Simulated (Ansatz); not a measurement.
Steps of a relaxation of CH$_{5}$F$_{2}$NSn, SMILES `[CH3][Sn]([NH2])([F])[F]` with RKS PBE0-D4/def2-TZVP.

```sh
$ ansatz run in.yaml --threads 4 --pin off --events-out ev --progress --plain --max-ram 10444MiB
```

```yaml
crystal:
  periodic: [false, false, false]
  atoms:
    - {symbol: C, position_ang: [-1.632710, -0.426743, 0.026827]}
    - {symbol: Sn, position_ang: [0.325914, 0.344655, -0.432251]}
    - {symbol: N, position_ang: [2.066988, 0.090061, 0.619041]}
    - {symbol: F, position_ang: [0.774791, -0.282879, -2.227888]}
    - {symbol: F, position_ang: [0.157119, 2.286902, -0.570521]}
    - {symbol: H, position_ang: [-1.955003, -0.036118, 1.009554]}
    - {symbol: H, position_ang: [-1.594596, -1.531518, 0.041841]}
    - {symbol: H, position_ang: [-2.318403, -0.078422, -0.767591]}
    - {symbol: H, position_ang: [1.981847, 0.493768, 1.562976]}
    - {symbol: H, position_ang: [2.277151, -0.911007, 0.740811]}
basis:
  gaussian: {orbitals: def2-TZVP}
hamiltonian: {xc: pbe0, dispersion: d4}
relax: {f_tol: 0.005, max_steps: 150}
```

Positions (Å) and forces (eV/Å) along the path, 14 of 64 steps:

```xyz
10
step=1 energy=-13871.5448 eV
C    -1.633   -0.427    0.027   -0.016    0.013   -0.027
Sn    0.326    0.345   -0.432    0.341    0.352   -0.423
N     2.067    0.090    0.619   -0.634   -0.293    0.273
F     0.775   -0.283   -2.228   -0.221    0.292    0.874
F     0.157    2.287   -0.571    0.079   -0.940    0.080
H    -1.955   -0.036    1.010    0.165   -0.196   -0.491
H    -1.595   -1.532    0.042   -0.012    0.554   -0.006
H    -2.318   -0.078   -0.768    0.346   -0.174    0.400
H     1.982    0.494    1.563    0.065   -0.225   -0.588
H     2.277   -0.911    0.741   -0.113    0.617   -0.093
10
step=6 energy=-13871.6494 eV
C    -1.615   -0.427    0.012    0.015    0.009   -0.016
Sn    0.313    0.329   -0.422   -0.009   -0.011    0.014
N     1.997    0.046    0.611   -0.018    0.010   -0.015
F     0.740   -0.252   -2.193   -0.001   -0.006   -0.002
F     0.179    2.235   -0.508    0.001    0.009    0.007
H    -1.944   -0.051    0.979    0.003    0.001   -0.001
H    -1.585   -1.515    0.024   -0.002   -0.002   -0.003
H    -2.290   -0.083   -0.770    0.002   -0.006    0.007
H     2.051    0.582    1.467    0.012   -0.009   -0.004
H     2.236   -0.917    0.802   -0.004    0.005    0.013
10
step=7 energy=-13871.6233 eV rejected
C    -1.605   -0.446    0.005    0.003    0.028   -0.048
Sn    0.314    0.332   -0.437   -0.097   -0.022   -0.043
N     1.978   -0.009    0.602    0.315    0.021    0.917
F     0.708   -0.178   -2.241   -0.015    0.026    0.067
F     0.220    2.245   -0.456    0.006   -0.053    0.002
H    -1.930   -0.066    0.974    0.003   -0.011   -0.033
H    -1.562   -1.535    0.027   -0.003    0.036   -0.010
H    -2.292   -0.116   -0.776    0.031   -0.029    0.051
H     2.133    0.690    1.354   -0.121   -0.913   -0.749
H     2.117   -0.970    0.950   -0.123    0.916   -0.156
10
step=8 energy=-13871.6504 eV
C    -1.615   -0.431    0.007    0.001   -0.013    0.009
Sn    0.312    0.329   -0.421    0.008   -0.023    0.017
N     1.998    0.034    0.603   -0.020    0.002   -0.038
F     0.731   -0.239   -2.198   -0.008    0.005   -0.010
F     0.191    2.237   -0.482   -0.005    0.019   -0.004
H    -1.948   -0.055    0.974    0.004    0.000   -0.010
H    -1.584   -1.520    0.023    0.005    0.012   -0.004
H    -2.291   -0.093   -0.777    0.002    0.003    0.000
H     2.086    0.611    1.428    0.006    0.041    0.030
H     2.203   -0.924    0.845    0.007   -0.047    0.011
10
step=16 energy=-13871.6619 eV
C    -1.605   -0.464   -0.004    0.002    0.005    0.005
Sn    0.310    0.327   -0.420    0.001   -0.007   -0.008
N     1.985   -0.060    0.590    0.036   -0.030    0.178
F     0.675   -0.108   -2.247    0.001    0.010    0.003
F     0.240    2.240   -0.405   -0.001    0.000    0.003
H    -1.948   -0.093    0.960   -0.003   -0.004    0.000
H    -1.559   -1.552    0.009    0.003   -0.003   -0.003
H    -2.280   -0.133   -0.792    0.002   -0.003    0.000
H     2.267    0.712    1.188   -0.029   -0.143   -0.104
H     1.998   -0.921    1.125   -0.013    0.176   -0.074
10
step=27 energy=-13871.6932 eV
C    -1.593   -0.504   -0.016   -0.003   -0.001   -0.001
Sn    0.293    0.356   -0.405   -0.006    0.000    0.000
N     1.912   -0.215    0.610    0.074    0.044    0.120
F     0.708    0.102   -2.253    0.006    0.011    0.007
F     0.202    2.269   -0.313   -0.005    0.000    0.000
H    -1.970   -0.138    0.938   -0.001   -0.004   -0.002
H    -1.505   -1.589    0.009    0.003    0.002    0.000
H    -2.268   -0.209   -0.818    0.000   -0.002    0.000
H     2.587    0.531    0.748   -0.110   -0.154   -0.013
H     1.719   -0.655    1.503    0.041    0.104   -0.111
10
step=30 energy=-13871.7120 eV
C    -1.612   -0.514   -0.037    0.004   -0.042   -0.007
Sn    0.276    0.363   -0.365   -0.037    0.021    0.018
N     1.867   -0.281    0.649    0.042   -0.017   -0.001
F     0.795    0.179   -2.193    0.004    0.002   -0.031
F     0.114    2.270   -0.211   -0.001    0.020    0.006
H    -2.025   -0.155    0.904    0.012    0.002    0.011
H    -1.502   -1.597   -0.008   -0.025    0.003    0.005
H    -2.270   -0.231   -0.857    0.017    0.004   -0.009
H     2.698    0.267    0.470    0.017   -0.016   -0.011
H     1.743   -0.352    1.649   -0.033    0.022    0.020
10
step=32 energy=-13871.7172 eV
C    -1.615   -0.525   -0.045    0.023    0.068    0.006
Sn    0.271    0.367   -0.355   -0.031    0.024   -0.024
N     1.847   -0.297    0.671   -0.004   -0.018    0.027
F     0.820    0.202   -2.178   -0.007   -0.001    0.003
F     0.097    2.274   -0.173   -0.011   -0.044    0.005
H    -2.026   -0.170    0.900   -0.009   -0.010   -0.006
H    -1.507   -1.607   -0.024    0.008   -0.026   -0.004
H    -2.271   -0.230   -0.863   -0.004   -0.003   -0.003
H     2.712    0.150    0.394    0.023   -0.001   -0.007
H     1.755   -0.215    1.675    0.011    0.011    0.003
10
step=46 energy=-13871.7239 eV rejected
C    -1.631   -0.536   -0.086   -0.009    0.020   -0.003
Sn    0.260    0.366   -0.294   -0.090   -0.041   -0.039
N     1.810   -0.281    0.787   -0.031   -0.033   -0.038
F     0.858    0.177   -2.104    0.014    0.020    0.001
F     0.031    2.257   -0.037    0.021    0.000   -0.004
H    -2.045   -0.278    0.888   -0.013   -0.001    0.012
H    -1.529   -1.616   -0.173    0.011   -0.012   -0.002
H    -2.280   -0.157   -0.874   -0.011    0.004   -0.004
H     2.668   -0.227    0.255    0.081   -0.010   -0.037
H     1.942    0.243    1.640    0.028    0.054    0.113
10
step=53 energy=-13871.7252 eV rejected
C    -1.642   -0.541   -0.095    0.023    0.023    0.005
Sn    0.252    0.357   -0.284    0.103   -0.029    0.015
N     1.807   -0.255    0.823   -0.063    0.006   -0.017
F     0.869    0.160   -2.088   -0.008    0.004    0.001
F     0.029    2.247   -0.029   -0.003    0.007    0.002
H    -2.033   -0.341    0.900   -0.022   -0.001    0.026
H    -1.548   -1.614   -0.250   -0.001   -0.029   -0.008
H    -2.299   -0.109   -0.846   -0.028    0.002   -0.019
H     2.652   -0.313    0.268    0.001   -0.001   -0.030
H     1.996    0.359    1.605   -0.002    0.017    0.024
10
step=54 energy=-13871.7255 eV
C    -1.641   -0.541   -0.095    0.000    0.000    0.000
Sn    0.256    0.356   -0.285    0.000    0.000    0.000
N     1.805   -0.255    0.824   -0.002   -0.001    0.000
F     0.869    0.160   -2.090    0.000    0.000    0.000
F     0.033    2.247   -0.028    0.000    0.000    0.000
H    -2.035   -0.342    0.901    0.000   -0.001    0.000
H    -1.547   -1.614   -0.250    0.000    0.000   -0.001
H    -2.301   -0.110   -0.846    0.000    0.000    0.000
H     2.649   -0.313    0.266    0.001   -0.001    0.001
H     1.995    0.360    1.606    0.001    0.002    0.000
10
step=58 energy=-13871.7257 eV
C    -1.641   -0.543   -0.099   -0.003   -0.002    0.001
Sn    0.255    0.355   -0.282    0.000   -0.001    0.001
N     1.799   -0.243    0.843    0.006    0.008    0.001
F     0.872    0.150   -2.085    0.000    0.000    0.000
F     0.033    2.246   -0.028    0.000    0.000    0.000
H    -2.022   -0.377    0.908    0.002   -0.001   -0.005
H    -1.552   -1.611   -0.291   -0.001    0.005    0.000
H    -2.309   -0.086   -0.827    0.003   -0.002    0.003
H     2.634   -0.356    0.279   -0.007    0.001    0.007
H     2.015    0.413    1.584    0.000   -0.008   -0.010
10
step=60 energy=-13871.7258 eV
C    -1.642   -0.544   -0.101   -0.004   -0.002    0.001
Sn    0.255    0.355   -0.280    0.003    0.002    0.001
N     1.796   -0.236    0.851    0.018    0.013    0.006
F     0.873    0.148   -2.082   -0.001   -0.001   -0.002
F     0.032    2.246   -0.026   -0.001   -0.001    0.001
H    -2.018   -0.393    0.910    0.002   -0.001   -0.005
H    -1.554   -1.609   -0.308    0.000    0.005    0.001
H    -2.313   -0.077   -0.820    0.003   -0.002    0.003
H     2.626   -0.380    0.286   -0.016    0.003    0.012
H     2.028    0.439    1.571   -0.004   -0.016   -0.018
10
step=64 energy=-13871.7258 eV
C    -1.641   -0.547   -0.104    0.000    0.002    0.000
Sn    0.254    0.356   -0.276    0.000    0.000    0.000
N     1.791   -0.224    0.867    0.001    0.003    0.001
F     0.872    0.148   -2.080    0.000    0.000   -0.001
F     0.031    2.246   -0.017    0.000   -0.002    0.001
H    -2.013   -0.414    0.911    0.000    0.000    0.000
H    -1.555   -1.608   -0.332    0.001    0.001    0.000
H    -2.316   -0.067   -0.812    0.000    0.000    0.000
H     2.608   -0.426    0.302   -0.001    0.000    0.001
H     2.052    0.485    1.543    0.000   -0.002   -0.002
```

It took 75 s on 4 threads of an AMD EPYC 9R45 on a shared host, with 0.56 GiB of host memory at the peak.
